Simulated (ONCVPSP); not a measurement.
Se (Z = 34): one change to an ONCV potential, before and after

* Element: selenium (Se)
* Generator: ONCVPSP 4.0.1
* Type: optimised norm-conserving Vanderbilt (ONCV)
* Functional: PBE
* Relativity: non-relativistic
* Frozen core: [Ar]
* Valence charge: 16
* Reference configuration: 3d10 4s2 4p4
* Partial waves: 4s: rc 1.65 bohr, ncon 4, nbas 8, qcut 3.9 1/bohr, 2 projectors, debl 0.9 Ha; 4p: rc 1.40 bohr, ncon 4, nbas 6, qcut 6.3 1/bohr, 1 projector; 3d: rc 0.70 bohr, ncon 4, nbas 9, qcut 24.6 1/bohr, 2 projectors, debl 2.2 Ha
* Local potential: polynomial inside 0.50 bohr (lpopt 5, dvloc0 0 Ha)
* Core correction: none

All-electron outer shells of the reference configuration (PBE, non-relativistic, ld1.x):

```csv
shell,level (eV),outermost node (bohr),outermost maximum (bohr)
3s,-206.18,0.24,0.51
3p,-151.38,0.22,0.50
3d,-54.47,–,0.45
4s,-16.72,0.71,1.55
4p,-6.55,0.74,1.82
```

Change: scalar-relativistic.

Cutoffs: the cutoffs (Ha) at which the residual kinetic energy of the hardest occupied pseudo-wave falls to 1 and 0.1 mHa per electron; they do not see the model core or the augmentation charge, which bear on the density cutoff. Errors are all-electron minus pseudo energies relative to the spin-unpolarised reference configuration.

Q: How do hardness, ghosts and transferability respond?

A: The potential gets neither clearly harder nor softer (220 Ha and 248 Ha → 220 Ha and 248 Ha); both files keep a bound ghost (p, s); of the 4 tests that both files solve, the error grows in 0 and shrinks in 3 by more than 15 % and 0.3 meV (median size 3.7 → 1.0 meV).

| quantity | base | changed |
| --- | --- | --- |
| cutoff, loose | 220 Ha | 220 Ha |
| cutoff, tight | 248 Ha | 248 Ha |
| loose cutoff by channel | s 28 Ha, p 22 Ha, d 220 Ha | s 30 Ha, p 20 Ha, d 220 Ha |
| bound ghosts | s, p | s, p |
| GHOST(+) flags under 300 eV | none | s at 182.6 eV |
| error for 3d10 4s2 4p3, meV [ΔE 10.87 → 10.85 eV] | +1.2 | -0.3 |
| error for 3d10 4s2 4p2, meV [ΔE 31.23 → 31.19 eV] | +6.2 | +1.6 |
| error for 3d10 4s2 4p1, meV [ΔE 62.06 eV] | +16 | +7.3 |
| error for 3d10 4s2 4p3.5, meV [ΔE 4.33 → 4.31 eV] | +0.3 | -0.3 |
| s: phases at 1.67 bohr within 0.05 rad from the reference energy up to (Ha; the scan ends near 5) | 4.0 | 4.1 |
| p: phases at 1.42 bohr within 0.05 rad from the reference energy up to (Ha; the scan ends near 5) | 2.6 | 2.9 |
| d: phases at 0.71 bohr within 0.05 rad from the reference energy up to (Ha; the scan ends near 5) | to the end of the scan | to the end of the scan |

 A true bound ghost makes a file unfit for plane-wave use even where its test errors are small: the radial tests pick states by their node count and pass the ghost by.
